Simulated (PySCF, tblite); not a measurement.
Isomers of C3H14N2SSi2. All values are computed: GFN2-xTB (tblite) harmonic vibrations without scaling, gas phase. The method is semi-empirical: single wavenumbers can be off by several per cent or more. Modes of hydrogen on silicon and sulfur can be 10 to 20 % off. One conformer each.

Electronic energies: PBE0/pcSseg-1 single points on the GFN2-xTB geometries (PySCF, gas phase).

```
                 SMILES  electronic energy, lowest = 0 (kcal/mol)
CN(C)[Si@@H](C)S[SiH2]N                                      27.0
  CC(C)[SiH2]S[SiH](N)N                                      11.5
  CC[Si@@H](NC)S[SiH2]N                                      24.3
   CN([SiH2]N)[SiH2]CCS                                      56.8
 CN[Si@H](S[SiH3])N(C)C                                      42.9
   CC[SiH2]S[Si](C)(N)N                                       0.0
```

How do GFN2-xTB zero-point energies change the relative energies?

```json
{"SMILES": "CC[SiH2]S[Si](C)(N)N", "ZPE (kcal/mol)": "108.3", "of it from modes above 1550 cm⁻¹": "61.0", "electronic (kcal/mol)": "0.0", "with ZPE, lowest = 0 (kcal/mol)": "0.0", "lowest mode (cm⁻¹)": "26", "rings": "0"}
{"SMILES": "CC(C)[SiH2]S[SiH](N)N", "ZPE (kcal/mol)": "107.7", "of it from modes above 1550 cm⁻¹": "59.8", "electronic (kcal/mol)": "11.5", "with ZPE, lowest = 0 (kcal/mol)": "10.9", "lowest mode (cm⁻¹)": "26", "rings": "0"}
{"SMILES": "CC[Si@@H](NC)S[SiH2]N", "ZPE (kcal/mol)": "107.5", "of it from modes above 1550 cm⁻¹": "58.8", "electronic (kcal/mol)": "24.3", "with ZPE, lowest = 0 (kcal/mol)": "23.5", "lowest mode (cm⁻¹)": "29", "rings": "0"}
{"SMILES": "CN(C)[Si@@H](C)S[SiH2]N", "ZPE (kcal/mol)": "107.3", "of it from modes above 1550 cm⁻¹": "58.1", "electronic (kcal/mol)": "27.0", "with ZPE, lowest = 0 (kcal/mol)": "26.0", "lowest mode (cm⁻¹)": "25", "rings": "0"}
{"SMILES": "CN[Si@H](S[SiH3])N(C)C", "ZPE (kcal/mol)": "106.5", "of it from modes above 1550 cm⁻¹": "56.2", "electronic (kcal/mol)": "42.9", "with ZPE, lowest = 0 (kcal/mol)": "41.1", "lowest mode (cm⁻¹)": "26", "rings": "0"}
{"SMILES": "CN([SiH2]N)[SiH2]CCS", "ZPE (kcal/mol)": "103.7", "of it from modes above 1550 cm⁻¹": "56.0", "electronic (kcal/mol)": "56.8", "with ZPE, lowest = 0 (kcal/mol)": "52.3", "lowest mode (cm⁻¹)": "23", "rings": "0"}
```

The zero-point energies span 4.6 kcal/mol, from `CN([SiH2]N)[SiH2]CCS` to `CC[SiH2]S[Si](C)(N)N`. The order is unchanged.

And how do the electronic energies of GFN2-xTB itself compare?

`CC[SiH2]S[Si](C)(N)N` 14.7; `CC(C)[SiH2]S[SiH](N)N` 7.8; `CC[Si@@H](NC)S[SiH2]N` 8.1; `CN(C)[Si@@H](C)S[SiH2]N` 4.1; `CN[Si@H](S[SiH3])N(C)C` 0.0; `CN([SiH2]N)[SiH2]CCS` 28.2 kcal/mol, lowest = 0. Against the energies above, taken from the same isomer `CC[SiH2]S[Si](C)(N)N`, the largest difference is 57.6 kcal/mol.

What do entropy and thermal enthalpy add at 298.15 K and 1 bar (rigid rotor, harmonic oscillator, one conformer each)?

| SMILES | point group | symmetry number | S (cal/(mol K)) | H − H(0) (kcal/mol) | ZPE + H − H(0) − TS (kcal/mol) |
| --- | --- | --- | --- | --- | --- |
| CC[SiH2]S[Si](C)(N)N | C1 | 1 | 122.9 | 9.94 | 81.6 |
| CC(C)[SiH2]S[SiH](N)N | C1 | 1 | 120.0 | 9.59 | 81.5 |
| CC[Si@@H](NC)S[SiH2]N | C1 | 1 | 123.6 | 9.71 | 80.3 |
| CN(C)[Si@@H](C)S[SiH2]N | C1 | 1 | 119.8 | 9.54 | 81.1 |
| CN[Si@H](S[SiH3])N(C)C | C1 | 1 | 120.1 | 9.49 | 80.2 |

Not tabulated: `CN([SiH2]N)[SiH2]CCS` (lowest mode only 23 cm⁻¹).
